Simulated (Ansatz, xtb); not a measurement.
**ClF2H4OSi2+: which of two conformers lies lower**

We compare a, `F[SiH](F)[OH+][SiH2]Cl`, a singlet, with b, `F[SiH](F)[OH+][SiH2]Cl`, a singlet. Both are isolated ions in the gas phase, relaxed with PBE-D3(BJ)/def2-SVP.

a (Å):

```yaml
atoms:
  - { symbol: Cl, position_ang: [3.1772, -1.8226, -1.0912] }
  - { symbol: F, position_ang: [-1.6056, -0.8515, -0.0697] }
  - { symbol: F, position_ang: [-0.7228, 1.6271, 0.3763] }
  - { symbol: O, position_ang: [0.8748, -0.5220, 0.2911] }
  - { symbol: Si, position_ang: [-0.6991, 0.1034, 0.8512] }
  - { symbol: Si, position_ang: [1.1479, -1.7826, -1.0632] }
  - { symbol: H, position_ang: [-0.8164, -0.0910, 2.3053] }
  - { symbol: H, position_ang: [1.7113, -0.1172, 0.6234] }
  - { symbol: H, position_ang: [0.5142, -3.0004, -0.4991] }
  - { symbol: H, position_ang: [0.5334, -1.1367, -2.2502] }
```

b (Å):

```xyz
10

Cl    1.7235    0.3439   -1.5326
F    -0.5124   -2.1986    1.0783
F    -1.2426    0.3133    0.5170
O     1.1070   -0.1162    1.4653
Si   -0.5898   -0.6864    1.5850
Si    1.7859    1.1807    0.3076
H    -1.0439   -0.5261    2.9757
H     1.7923   -0.6850    1.8879
H     3.1537    1.2957    0.8772
H     0.8213    2.2874    0.5175
```

**Question.** Which of the two would you expect CCSD(T)/def2-SVP + ΔMP2/def2-TZVPP electronic energies to favour?

**Answer.** Too close to call at this level: CCSD(T)/def2-SVP + ΔMP2/def2-TZVPP gives E(b) − E(a) = −0.06 kcal/mol.

The same difference at several levels:

```
                             level             geometry  E(b) − E(a) (kcal/mol)  departure from the last row (kcal/mol)  job, with rough time for the two
               PBE-D3(BJ)/def2-SVP  PBE-D3(BJ)/def2-SVP                     −0.11                                   −0.05                optimisation, 65 s
                       HF/def2-SVP  PBE-D3(BJ)/def2-SVP                     +0.55                                   +0.61           part of the CCSD(T) run
                      MP2/def2-SVP  PBE-D3(BJ)/def2-SVP                     −0.10                                   −0.04           part of the CCSD(T) run
                  CCSD(T)/def2-SVP  PBE-D3(BJ)/def2-SVP                     −0.10                                   −0.04                      single point
CCSD(T)/def2-SVP + ΔMP2/def2-TZVPP  PBE-D3(BJ)/def2-SVP                     −0.06                                                        single point, 58 s
```

The largest departure from CCSD(T)/def2-SVP + ΔMP2/def2-TZVPP is that of HF/def2-SVP, 0.61 kcal/mol. Levels run at GFN2-xTB geometries aren't shown. The last row adds to CCSD(T) the change of the MP2 difference between the two basis sets, here +0.04 kcal/mol.

With harmonic frequencies from PBE-D3(BJ)/def2-SVP (ideal gas, rigid rotor, one conformer each, 298.15 K, 1 atm): on the last row, ΔE + ΔZPE = +0.11 kcal/mol. A mode under 50 cm⁻¹ makes harmonic enthalpies and free energies unreliable, so none is given.

The correlated steps freeze 18 core orbitals. Run with Ansatz 0.2.0; the last row on 2 threads of Arm Neoverse V1 on a shared host.
